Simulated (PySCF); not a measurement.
# Ho2O2F2 at several levels of theory

Computed with PySCF 2.14.0 (density fitting, no spin-orbit coupling) at the geometry relaxed with B3LYP:

```xyz
6
Ho2O2F2 (singlet in the valence; each metal's 4f electrons, 10 of them, lie in its core potential, out of spins and levels)
Ho    0.0000    0.6356    1.4308
Ho    0.0000   -0.6356   -1.4308
O     1.3395    0.0000    0.0000
O    -1.3395    0.0000    0.0000
F     0.0000   -0.4701    3.1335
F     0.0000    0.4701   -3.1335
```

| level | basis | state | HOMO (eV) | gap (eV) | charge on Ho1 (e) | population of f-type functions on Ho1 (polarisation alone where 4f lies in the core) | dipole about the centre of mass (D) | largest force component (eV/Å) |
| --- | --- | --- | --- | --- | --- | --- | --- | --- |
| B3LYP | Ho lcecp-1-SVP with ECP56, O def2-SVP, F def2-SVP | singlet | -7.16 | 4.88 | 1.07 | 0.07 | 0.00 | 0.01 |
| BLYP | the same | singlet | -5.88 | 3.25 | 0.92 | 0.07 | 0.00 | 0.40 |
| TPSS | the same | singlet | -5.97 | 3.61 | 1.02 | 0.07 | 0.00 | 0.13 |
| r2SCAN | the same | singlet | -6.22 | 4.12 | 1.09 | 0.07 | 0.00 | 0.12 |

In the lcecp rows the 4f levels are missing from HOMO and gap, and the state counts the valence alone.

Charges are Mulliken's, which hang on the basis. The relaxation used the grid (50, 194), these runs (75, 302) or, all-electron (x2c bases, spin-free X2C Hamiltonian), (99, 590).

Q: What does BP86 with Ho lcecp-1-SVP with ECP56, O def2-SVP, F def2-SVP give here?

A: state singlet, HOMO (eV) -6.10, gap (eV) 3.61, charge on Ho1 (e) 0.95, population of f-type functions on Ho1 (polarisation alone where 4f lies in the core) 0.07, dipole about the centre of mass (D) 0.00, largest force component (eV/Å) 0.10. Time: 10 s on 2 threads of Arm Neoverse V2, with other jobs on the host, from an already converged density.

In the first row's basis the gap widens with exact exchange: 3.2 to 4.1 eV for BLYP, TPSS, BP86, r2SCAN (none); 4.9 eV for B3LYP (a fixed share).

An lcecp potential fixes the number of 4f electrons, so in runs with it no electron can move into or out of that shell.
